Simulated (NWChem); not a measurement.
Isomers of C$_{4}$H$_{7}$F, each optimised at PBE0/def2-SVP with NWChem, gas phase unless a solvent is named. Flexible species stand in one conformer each, which need not be the lowest.  Relative energies count from the lowest isomer at each level and are electronic, without zero-point energy, on those geometries.

A: CC/C=C\F
B: C[C@@H](C=C)F
C: C/C=C(/F)C
D: C=C(F)CC

| quantity | A | B | C | D |
|---|---|---|---|---|
| relative energy, PBE0/def2-SVP (kcal/mol) | 5.3 | 5.6 | 0.0 | 1.8 |
| relative energy, PBE/def2-TZVP (kcal/mol) | 5.4 | 5.8 | 0.0 | 2.0 |
| relative energy, CAM-B3LYP/def2-TZVP (kcal/mol) | 5.1 | 3.9 | 0.0 | 1.3 |
